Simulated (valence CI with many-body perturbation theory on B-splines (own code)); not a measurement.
**V XVIII: calculated level list**

Level of theory: relativistic CI+MBPT: four valence electrons over a frozen Dirac-Fock core [He], a basis of 11 s, 11 p, 10 d, 8 f, 5 g, 2 h functions for each j, with the one-electron correlation potential Σ1, the two-electron term Σ2, the three-electron term Σ3, Breit, model QED; selected CI, second order for the rest, scaled by the run's own slope (own B-spline code, finite nucleus).

No measured spectrum was set against this ion. As an estimate, levels of excited configurations hold to 0.05 to 0.15 % of their energy, terms of the ground configuration to about 0.5 %. Among the levels kept, up to 850 cm⁻¹ of a level comes from second order outside the variational space, and about a tenth of that is noise between levels of different J, which matters for small intervals.

Levels 1 to 45 of 189, with energies above the lowest level, 2s²2p² ³P_0. "Leading %" is the weight of the configuration and term that name the level; weights of strongly mixed levels are sums over their largest components and can fall short, so below about 35 % the name and the second component can differ from the true leading terms, or belong to a minority configuration. In the jj column 3d3/2^4 stands for four electrons in 3d with j = 3/2. Lifetimes count E1, E2, E3, M1 and M2 decay at the calculated energies, and are blank where another channel may lead or the interval is too uncertain; long ones can be off by a factor of two.

| No. | Configuration | Term | J | E (eV) | Leading % | Leading jj | Lifetime |
| --- | --- | --- | --- | --- | --- | --- | --- |
| 1 | 2s²2p² | ³P | 0 | 0.00 | 93 | 2s^2 2p1/2^2 (86 %) |  |
| 2 | 2s²2p² | ³P | 1 | 4.69 | 99 | 2s^2 2p1/2 2p3/2 (99 %) | 1.09 ms |
| 3 | 2s²2p² | ³P | 2 | 8.45 | 86 | 2s^2 2p1/2 2p3/2 (69 %) | 3.05 ms |
| 4 | 2s²2p² | ¹D | 2 | 19.97 | 86 | 2s^2 2p3/2^2 (69 %) | 142 μs |
| 5 | 2s²2p² | ¹S | 0 | 33.37 | 90 | 2s^2 2p3/2^2 (84 %) | 25.6 μs |
| 6 | 2s2p³ | ⁵S° | 2 | 45.46 | 98 | 2s 2p1/2 2p3/2^2 (53 %) | 48.1 ns |
| 7 | 2s2p³ | ³D° | 2 | 77.35 | 89 | 2s 2p1/2 2p3/2^2 (62 %) | 146 ps |
| 8 | 2s2p³ | ³D° | 1 | 77.51 | 91 | 2s 2p1/2^2 2p3/2 (48 %) | 123 ps |
| 9 | 2s2p³ | ³D° | 3 | 78.73 | 100 | 2s 2p1/2 2p3/2^2 (100 %) | 181 ps |
| 10 | 2s2p³ | ³P° | 0 | 90.76 | 100 | 2s 2p1/2 2p3/2^2 (100 %) | 61.6 ps |
| 11 | 2s2p³ | ³P° | 1 | 91.20 | 91 | 2s 2p1/2 2p3/2^2 (70 %) | 60.8 ps |
| 12 | 2s2p³ | ³P° | 2 | 92.20 | 85 | 2s 2p3/2^3 (60 %) | 67.2 ps |
| 13 | 2s2p³ | ³S° | 1 | 111.32 | 87 | 2s 2p1/2 2p3/2^2 (61 %) | 12.6 ps |
| 14 | 2s2p³ | ¹D° | 2 | 112.70 | 96 | 2s 2p1/2 2p3/2^2 (72 %) | 23.7 ps |
| 15 | 2s2p³ | ¹P° | 1 | 125.87 | 88 | 2s 2p3/2^3 (58 %) | 14.7 ps |
| 16 | 2p⁴ | ³P | 2 | 168.50 | 92 | 2p1/2^2 2p3/2^2 (86 %) | 20.7 ps |
| 17 | 2p⁴ | ³P | 1 | 174.95 | 99 | 2p1/2 2p3/2^3 (99 %) | 18.7 ps |
| 18 | 2p⁴ | ³P | 0 | 175.62 | 93 | 2p1/2^2 2p3/2^2 (57 %) | 18.6 ps |
| 19 | 2p⁴ | ¹D | 2 | 183.60 | 92 | 2p1/2 2p3/2^3 (87 %) | 30.3 ps |
| 20 | 2p⁴ | ¹S | 0 | 206.95 | 90 | 2p3/2^4 (56 %) | 15.7 ps |
| 21 | 2s²2p3s | ³P° | 0 | 710.30 | 96 | 2s^2 2p1/2 3s (96 %) | 813 fs |
| 22 | 2s²2p3s | ³P° | 1 | 711.16 | 78 | 2s^2 2p1/2 3s (94 %) | 708 fs |
| 23 | 2s²2p3s | ³P° | 2 | 718.71 | 96 | 2s^2 2p3/2 3s (96 %) | 776 fs |
| 24 | 2s²2p3s | ¹P° | 1 | 721.28 | 78 | 2s^2 2p3/2 3s (94 %) | 508 fs |
| 25 | 2s²2p3p | ³D | 1 | 729.16 | 61 | 2s^2 2p1/2 3p1/2 (95 %) | 34.2 ps |
| 26 | 2s²2p3p | ¹P | 1 | 733.74 | 28 | 2s^2 2p1/2 3p3/2 (80 %) | 13.2 ps |
| 27 | 2s²2p3p | ³D | 2 | 733.94 | 85 | 2s^2 2p1/2 3p3/2 (77 %) | 25.6 ps |
| 28 | 2s²2p3p | ³P | 0 | 736.32 | 84 | 2s^2 2p1/2 3p1/2 (80 %) | 5.54 ps |
| 29 | 2s²2p3p | ³P | 1 | 739.89 | 35 | 2s^2 2p3/2 3p3/2 (57 %) | 9.14 ps |
| 30 | 2s²2p3p | ³D | 3 | 740.30 | 96 | 2s^2 2p3/2 3p3/2 (96 %) | 30.8 ps |
| 31 | 2s²2p3p | ³S | 1 | 741.99 | 55 | 2s^2 2p3/2 3p1/2 (61 %) | 7.75 ps |
| 32 | 2s²2p3p | ³P | 2 | 742.67 | 72 | 2s^2 2p3/2 3p1/2 (54 %) | 6.21 ps |
| 33 | 2s²2p3p | ¹D | 2 | 748.60 | 82 | 2s^2 2p3/2 3p3/2 (64 %) | 12.6 ps |
| 34 | 2s2p²3s | ⁵P | 1 | 752.51 | 96 | 2s 2p1/2^2 3s (49 %) | 1.08 ps |
| 35 | 2s²2p3d | ³F° | 2 | 753.31 | 73 | 2s^2 2p1/2 3d3/2 (96 %) | 739 fs |
| 36 | 2s²2p3p | ¹S | 0 | 755.47 | 88 | 2s^2 2p3/2 3p3/2 (77 %) | 4.50 ps |
| 37 | 2s2p²3s | ⁵P | 2 | 755.90 | 98 | 2s 2p1/2 2p3/2 3s (88 %) | 1.04 ps |
| 38 | 2s²2p3d | ³F° | 3 | 756.42 | 81 | 2s^2 2p1/2 3d5/2 (79 %) | 399 fs |
| 39 | 2s²2p3d | ¹D° | 2 | 757.30 | 37 | 2s^2 2p1/2 3d5/2 (85 %) | 138 fs |
| 40 | 2s²2p3d | ³D° | 1 | 759.48 | 69 | 2s^2 2p1/2 3d3/2 (89 %) | 78.4 fs |
| 41 | 2s2p²3s | ⁵P | 3 | 759.65 | 97 | 2s 2p3/2^2 3s (52 %) | 982 fs |
| 42 | 2s²2p3d | ³F° | 4 | 762.14 | 97 | 2s^2 2p3/2 3d5/2 (97 %) | 844 ps |
| 43 | 2s2p²3s | ³P | 0 | 763.11 | 85 | 2s 2p1/2^2 3s (50 %) | 683 fs |
| 44 | 2s²2p3d | ¹D° | 2 | 763.26 | 36 | 2s^2 2p3/2 3d3/2 (52 %) | 128 fs |
| 45 | 2s²2p3d | ³D° | 3 | 765.50 | 80 | 2s^2 2p3/2 3d5/2 (52 %) | 82.7 fs |

Names give the largest LS component (configuration and term), which can be under half, so a name can repeat, a term be missing and a line seem to break the LS rules; names also repeat where a configuration has a term twice.

The ionisation energy to 2s²2p ²P°1/2 of the next ion comes out as 1260.1 eV (NIST: 1258.9 ± 0.6 eV (semi-empirical)). All 189 levels together are meant to be complete up to 887.74 eV.
